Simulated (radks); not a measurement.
The numbers below are computed, except where a source is named.
All-electron atom: Ge II in [Ar] 3d10 4s2 4p1. Level of theory: non-relativistic Kohn-Sham, LDA (Slater exchange, VWN5 correlation), spin-polarised, spherical densities, point nucleus; open shells are filled with parallel spins first; hard spherical wall at 4 bohr (a radial shooting solver on a logarithmic mesh with Libxc functionals). Some entries of the table are withheld. Estimate them.

orbital  occ.  eigenvalue (hartree)  r(max) (bohr)  <r> (bohr)
1s up       1             -396.5116        0.03163     0.04792
1s down     1             -396.5095        0.03163     0.04792
2s up       1             -49.27724         0.1798      0.2142
2s down     1             -49.27622         0.1798      0.2142
2p up       3             -43.94208         0.1427      0.1854
2p down     3             -43.94034         0.1427      0.1854
3s up       1              -6.18579         0.5522      0.6366
3s down     1              -6.18317         0.5522      0.6364
3p up       3              -4.41964         0.5470      0.6530
3p down     3              -4.41651         0.5470      0.6526
3d up       5              -1.34476         0.5007      0.7359
3d down     5              -1.33920         0.5006      0.7325
4s up       1              -0.64014          1.728       1.907
4s down     1              -0.60382          1.719       1.903
4p up       1              -0.28978          1.973       2.083
4p down     0              -0.25215          1.968       2.082
4d up       0               0.27214          2.435       2.335
4d down     0               0.30852          2.441       2.340
5s up       0                   (1)            (2)       2.393
5s down     0                   (3)            (4)       2.397
5p up       0               1.03631          3.063       2.341
5p down     0               1.06262          3.065       2.341

Answer. 
(1) 5s up eigenvalue (hartree): 0.71207
(2) 5s up r(max) (bohr): 2.981
(3) 5s down eigenvalue (hartree): 0.73860
(4) 5s down r(max) (bohr): 2.983
